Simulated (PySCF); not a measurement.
FLi, charge -1, doublet, geometry from GFN2-xTB (such geometries of metal compounds can be far from the true shape) (a state made from the parent by changing its charge; the spin is typed, not shown lowest) (in this run its highest filled SCF level lies above zero, so its values depend strongly on the basis, on diffuse functions most of all); R2SCAN/def2-SV(P) run with PySCF.

The PySCF input:
```python
from pyscf import gto, scf, dft

mol = gto.M(
    atom='''
Li   -0.00000000   -0.00000000   -1.39755736
F     0.00000000    0.00000000    0.46585245
''',
    basis='def2-sv(p)',
    charge=-1,
    spin=1,
    verbose=4,
)

mf = dft.UKS(mol)
mf.xc = 'r2scan'
mf.kernel()
mf.analyze()
```

Output, abridged:

```
PySCF version 2.14.0

[INPUT] verbose = 4
[INPUT] num. atoms = 2
[INPUT] num. electrons = 13
[INPUT] charge = -1
[INPUT] spin (= nelec alpha-beta = 2S) = 1
[INPUT] symmetry False subgroup None
[INPUT] Mole.unit = angstrom
[INPUT] Symbol           X                Y                Z      unit          X                Y                Z       unit  Magmom
[INPUT]  1 Li     0.000000000000   0.000000000000  -1.397557360000 AA    0.000000000000   0.000000000000  -2.641000653770 Bohr   0.0
[INPUT]  2 F      0.000000000000   0.000000000000   0.465852450000 AA    0.000000000000   0.000000000000   0.880333544958 Bohr   0.0

nuclear repulsion = 7.66754828603162
number of shells = 11
number of NR pGTOs = 40
number of NR cGTOs = 23
basis = def2-sv(p)
ecp = {}

******** <class 'pyscf.dft.uks.UKS'> ********
method = UKS
initial guess = minao
damping factor = 0
level_shift factor = 0
DIIS = <class 'pyscf.scf.diis.CDIIS'>
diis_start_cycle = 1
diis_space = 8
diis_damp = 0
SCF conv_tol = 1e-09
SCF conv_tol_grad = None
SCF max_cycles = 50
direct_scf = True
direct_scf_tol = 1e-13
number electrons alpha = 7  beta = 6
XC library pyscf.dft.libxc version 7.1.2
    S. Lehtola, C. Steigemann, M. J. T. Oliveira, and M. A. L. Marques,  SoftwareX 7, 1–5 (2018)
XC functionals = r2scan
    J. W. Furness, A. D. Kaplan, J. Ning, J. P. Perdew, and J. Sun,  J. Phys. Chem. Lett. 11, 8208–8215 (2020)
    J. W. Furness, A. D. Kaplan, J. Ning, J. P. Perdew, and J. Sun,  J. Phys. Chem. Lett. 11, 9248–9248 (2020)
    J. W. Furness, A. D. Kaplan, J. Ning, J. P. Perdew, and J. Sun,  J. Phys. Chem. Lett. 11, 8208–8215 (2020)
    J. W. Furness, A. D. Kaplan, J. Ning, J. P. Perdew, and J. Sun,  J. Phys. Chem. Lett. 11, 9248–9248 (2020)
radial grids:
    Treutler-Ahlrichs [JCP 102, 346 (1995); DOI:10.1063/1.469408] (M4) radial grids

becke partition: Becke, JCP 88, 2547 (1988); DOI:10.1063/1.454033
pruning grids: <function nwchem_prune>
grids dens level: 3
symmetrized grids: False
atomic radii adjust function: <function treutler_atomic_radii_adjust>
small_rho_cutoff = 0
Set gradient conv threshold to 3.16228e-05
tot grids = 27984
init E= -107.066372087502

cycle= 1 E= -107.120639724288  delta_E= -0.0543  |g|= 0.596  |ddm|= 0.65

cycle= 2 E= -98.7283391877913  delta_E= 8.39  |g|=    3  |ddm|= 9.08
cycle= 3 E= -107.260642816966  delta_E= -8.53  |g|= 0.0651  |ddm|= 8.76
cycle= 4 E= -107.266091889918  delta_E= -0.00545  |g|= 0.0392  |ddm|= 0.322
cycle= 5 E= -107.267078508768  delta_E= -0.000987  |g|= 0.00984  |ddm|= 0.0743
cycle= 6 E= -107.267125423087  delta_E= -4.69e-05  |g|= 0.00226  |ddm|= 0.0125
cycle= 7 E= -107.26712786293  delta_E= -2.44e-06  |g|= 0.000155  |ddm|= 0.00375
cycle= 8 E= -107.267127894249  delta_E= -3.13e-08  |g|= 4.38e-05  |ddm|= 0.000723
cycle= 9 E= -107.267127897136  delta_E= -2.89e-09  |g|= 5.84e-06  |ddm|= 0.000151
cycle= 10 E= -107.267127897164  delta_E= -2.82e-11  |g|= 9.23e-07  |ddm|= 1.13e-05
Extra cycle  E= -107.267127897164  delta_E= 3.69e-13  |g|= 1.56e-06  |ddm|= 3.3e-06
converged SCF energy = -107.267127897164  <S^2> = 0.75035716  2S+1 = 2.0003571
**** SCF Summaries ****
Total Energy =                        -107.267127897164116
Nuclear Repulsion Energy =               7.667548286031616
One-electron Energy =                 -168.603419951972512
Two-electron Energy =                   53.668743768776778
Two-electron Coulomb Energy =           66.156115574911752
DFT Exchange-Correlation Energy =      -12.487371806134973
**** MO energy ****
                             alpha | beta                alpha | beta
MO #1   energy= -24.1247893177815  | -24.125002414827   occ= 1 | 1
MO #2   energy= -1.71087143166157  | -1.70808183740279  occ= 1 | 1
MO #3   energy= -0.715359705799499 | -0.715951223937381 occ= 1 | 1
MO #4   energy= -0.0333811659550518 | -0.0333602781340194 occ= 1 | 1
MO #5   energy= -0.0175861057095847 | -0.018025403046654 occ= 1 | 1
MO #6   energy= -0.0175861043310273 | -0.0180254016936275 occ= 1 | 1
MO #7   energy= 0.0577211167020892 | 0.0898027655419891 occ= 1 | 0
MO #8   energy= 0.163248824979229  | 0.18410036828354   occ= 0 | 0
MO #9   energy= 0.198873289438379  | 0.219421943639631  occ= 0 | 0
MO #10  energy= 0.1988732896588    | 0.219421943866474  occ= 0 | 0
MO #11  energy= 0.313030300575019  | 0.310129560170423  occ= 0 | 0
MO #12  energy= 0.747909602972179  | 0.74327500168296   occ= 0 | 0
MO #13  energy= 0.747909603013927  | 0.743275002583278  occ= 0 | 0
MO #14  energy= 0.775031428022065  | 0.777859782389166  occ= 0 | 0
MO #15  energy= 1.46465664028483   | 1.46482650361192   occ= 0 | 0

To work with the spin densities directly, `use mulliken_meta_spin()` only printing them here.

 ** Mulliken spin pop alpha/beta on meta-lowdin orthogonal AOs **
 ** Mulliken Spin Density (per AO)  **
spin_pop of  0 Li 1s        0.00025
spin_pop of  0 Li 2s        0.76578
spin_pop of  0 Li 3s        0.10762
spin_pop of  0 Li 2px       0.00400
spin_pop of  0 Li 2py       0.00400
spin_pop of  0 Li 2pz       0.09597
spin_pop of  0 Li 3px       0.00023
spin_pop of  0 Li 3py       0.00023
spin_pop of  0 Li 3pz       0.00190
spin_pop of  1 F 1s        0.00000
spin_pop of  1 F 2s        0.01311
spin_pop of  1 F 3s        0.00903
spin_pop of  1 F 2px      -0.00430
spin_pop of  1 F 2py      -0.00430
spin_pop of  1 F 2pz       0.00427
spin_pop of  1 F 3px       0.00007
spin_pop of  1 F 3py       0.00007
spin_pop of  1 F 3pz       0.00205
spin_pop of  1 F 3dxy      0.00000
spin_pop of  1 F 3dyz      0.00000
spin_pop of  1 F 3dz^2     0.00001
spin_pop of  1 F 3dxz      0.00000
spin_pop of  1 F 3dx2-y2    0.00000
 ** Mulliken Spin Density (per atom)  **
spin density of  0 Li =      0.97998
spin density of  1 F =      0.02002
 ** Mulliken pop alpha/beta on meta-lowdin orthogonal AOs **
 ** Mulliken pop       alpha | beta **
pop of  0 Li 1s        0.99986 | 0.99961
pop of  0 Li 2s        0.80140 | 0.03561
pop of  0 Li 3s        0.11611 | 0.00849
pop of  0 Li 2px       0.02799 | 0.02399
pop of  0 Li 2py       0.02799 | 0.02399
pop of  0 Li 2pz       0.09972 | 0.00375
pop of  0 Li 3px       0.00145 | 0.00122
pop of  0 Li 3py       0.00145 | 0.00122
pop of  0 Li 3pz       0.00619 | 0.00429
pop of  1 F 1s        0.99999 | 0.99999
pop of  1 F 2s        0.99013 | 0.97702
pop of  1 F 3s        0.01040 | 0.00137
pop of  1 F 2px       0.96873 | 0.97304
pop of  1 F 2py       0.96873 | 0.97304
pop of  1 F 2pz       0.97205 | 0.96778
pop of  1 F 3px       0.00178 | 0.00171
pop of  1 F 3py       0.00178 | 0.00171
pop of  1 F 3pz       0.00406 | 0.00201
pop of  1 F 3dxy      0.00000 | 0.00000
pop of  1 F 3dyz      0.00005 | 0.00005
pop of  1 F 3dz^2     0.00010 | 0.00009
pop of  1 F 3dxz      0.00005 | 0.00005
pop of  1 F 3dx2-y2    0.00000 | 0.00000
In total             7.00000 | 6.00000
 ** Mulliken atomic charges   ( Nelec_alpha | Nelec_beta ) **
charge of  0Li =     -0.18431  (     2.08215      1.10217 )
charge of  1F =     -0.81569  (     4.91785      4.89783 )

WARN: System has nonzero charge -1; the dipole moment is origin-dependent.
Location of origin: [0. 0. 0.]

Dipole moment(X, Y, Z, Debye): -0.00000, -0.00000,  3.35195
```
